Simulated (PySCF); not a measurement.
C6H10O, SMILES O=C1CCCCC1. Geometry: ωB97X-D3(BJ)/def2-SVP. Other conformers were not sampled.

Calculation: ωB97X-D3(BJ)/def2-SVP (PySCF 2.14.0).

Harmonic wavenumbers (cm⁻¹): 95, 186, 314, 410, 415, 483, 502, 667, 769, 775, 867, 881, 911, 937, 1017, 1046, 1065, 1097, 1142, 1176, 1247, 1247, 1284, 1289, 1361, 1365, 1375, 1394, 1407, 1447, 1454, 1474, 1476, 1492, 1885, 3059, 3062, 3067, 3069, 3070, 3126, 3129, 3132, 3159, 3161. Rotational constants (GHz): 4.212, 2.485, 1.740; symmetry number 1.

Work out the zero-point energy and the ideal-gas rigid-rotor harmonic-oscillator thermochemistry at 298.15 K and 1 atm.

ZPE = ½ Σ hcν = ½ × 66990 cm⁻¹ = 95.77 kcal/mol. H − E(el) = 100.38 kcal/mol. Entropy in cal/(mol K): translation 39.66, rotation 27.27, vibration 12.41, total 79.35. G − E(el) = 76.73 kcal/mol. Cp = 26.54 cal/(mol K). Modes under 150 cm⁻¹ make the vibrational entropy uncertain.
